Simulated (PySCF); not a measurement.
BH₃OSe₂, SMILES OB([SeH])[SeH].

Geometry: PBE-D3(BJ)/def2-SVP. This is a generated structure with no PubChem entry under its InChIKey; it may be hypothetical. One conformer was computed; it need not be the lowest.

Method: PBE-D3(BJ)/def2-SVP (PySCF).

Frequencies are harmonic and unscaled.

Give all harmonic wavenumbers and intensities. (The exact figures need the calculation; the answer reports its results.)


```json
[
 {"mode": "1", "ν (cm⁻¹)": "137", "IR (km/mol)": "1.2", "moving atoms (share of kinetic energy)": "H 96 %"},
 {"mode": "2", "ν (cm⁻¹)": "140", "IR (km/mol)": "0.8", "moving atoms (share of kinetic energy)": "Se 80 %, O 9 %"},
 {"mode": "3", "ν (cm⁻¹)": "269", "IR (km/mol)": "4.2", "moving atoms (share of kinetic energy)": "O 66 %, Se 23 %, H 11 %"},
 {"mode": "4", "ν (cm⁻¹)": "291", "IR (km/mol)": "1.5", "moving atoms (share of kinetic energy)": "H 91 %"},
 {"mode": "5", "ν (cm⁻¹)": "383", "IR (km/mol)": "5.6", "moving atoms (share of kinetic energy)": "O 39 %, Se 32 %, B 20 %, H 9 %"},
 {"mode": "6", "ν (cm⁻¹)": "434", "IR (km/mol)": "27.9", "moving atoms (share of kinetic energy)": "B 57 %, H 41 %"},
 {"mode": "7", "ν (cm⁻¹)": "462", "IR (km/mol)": "82.7", "moving atoms (share of kinetic energy)": "H 58 %, B 25 %, O 16 %"},
 {"mode": "8", "ν (cm⁻¹)": "653", "IR (km/mol)": "40.2", "moving atoms (share of kinetic energy)": "H 74 %, B 20 %"},
 {"mode": "9", "ν (cm⁻¹)": "728", "IR (km/mol)": "16.6", "moving atoms (share of kinetic energy)": "H 88 %"},
 {"mode": "10", "ν (cm⁻¹)": "791", "IR (km/mol)": "128.4", "moving atoms (share of kinetic energy)": "H 53 %, B 41 %"},
 {"mode": "11", "ν (cm⁻¹)": "1050", "IR (km/mol)": "255.6", "moving atoms (share of kinetic energy)": "H 57 %, B 30 %, O 12 %"},
 {"mode": "12", "ν (cm⁻¹)": "1316", "IR (km/mol)": "190.4", "moving atoms (share of kinetic energy)": "B 67 %, O 29 %"},
 {"mode": "13", "ν (cm⁻¹)": "2329", "IR (km/mol)": "33.2", "moving atoms (share of kinetic energy)": "H 99 %"},
 {"mode": "14", "ν (cm⁻¹)": "2365", "IR (km/mol)": "12.9", "moving atoms (share of kinetic energy)": "H 99 %"},
 {"mode": "15", "ν (cm⁻¹)": "3752", "IR (km/mol)": "69.0", "moving atoms (share of kinetic energy)": "H 94 %"}
]
```
